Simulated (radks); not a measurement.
The numbers below are computed, except where a source is named.
Q: The mean radii <r> (bohr) of the occupied orbitals of an atom or ion are listed with their occupations. Code: a radial shooting solver on a logarithmic mesh with Libxc functionals. Model: scalar-relativistic Kohn-Sham, SOGGA, spin-polarised, spherical densities, finite nucleus; Fermi nuclear charge, rms radius of each element as measured or else 0.836 A^(1/3) + 0.57 fm.

| orbital | occ. | <r> |
|---|---|---|
| 1s | 2 | 0.1976 |

Name the element and its charge. Open shells, if any, are filled with parallel spins first.

A: Z = 8, oxygen, charge +6: O6+ in [He]. The 1s radius gives Z: for a bare nucleus <r> = (2 gamma + 1)/(2Z) with gamma = sqrt(1 - (Z/c)^2), 0.1873 bohr for Z = 8, and screening makes it slightly larger (0.1976 here). The occupations add up to 2, and the charge is Z minus that.
